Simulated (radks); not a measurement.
Results of a calculation; reference values are marked as such.
Q: Radial electron density D(r) = 4 pi r^2 rho(r) of an atom or ion with 16 electrons. Level of theory: scalar-relativistic Kohn-Sham, r2SCAN, spin-polarised, spherical densities, finite nucleus; meta-GGA in the generalised Kohn-Sham scheme; Fermi nuclear charge, rms radius of each element as measured or else 0.836 A^(1/3) + 0.57 fm (a radial shooting solver on a logarithmic mesh with Libxc functionals).

r (bohr),D(r) (e/bohr),spin D(r)
0.004557,1.631,0.000108
0.005747,2.447,0.000176
0.007247,3.621,0.000297
0.00914,5.268,0.000519
0.01143,7.412,0.000929
0.01442,10.28,0.00178
0.01819,13.78,0.00355
0.02293,17.71,0.00727
0.02869,21.48,0.0147
0.03618,24.61,0.0302
0.04563,26.13,0.0606
0.05755,25.48,0.117
0.072,23.11,0.207
0.0908,20.34,0.348
0.1145,19.46,0.526
0.1444,21.78,0.687
0.1807,25.79,0.731
0.2278,27.97,0.563
0.2873,24.80,0.217
0.3624,17.02,-0.0199
0.457,9.624,0.283
0.5717,6.889,1.20
0.721,7.652,2.27
0.9093,7.683,2.50
1.147,5.174,1.72
1.435,2.227,0.750
1.809,0.5342,0.181
2.282,0.06566,0.0221
2.877,0.003623,0.00119

What is the nuclear charge?

A: Z = 22. The innermost maximum, from 1s, lies near gamma/Z bohr with gamma = sqrt(1 - (Z/c)^2) = 0.987, here 0.0449 bohr (found: 0.0479), and its height grows with Z. The density is that of the titanium ion Ti6+ in [Ne] 3s2 3p4; the configuration itself is not fixed sharply by these data, and Z only to about a unit. D(r) has 3 maxima, at r = 0.0479, 0.226, 0.819 bohr, and minima at 0.109, 0.586 bohr, inside which lie 2.14, 10.38 electrons.
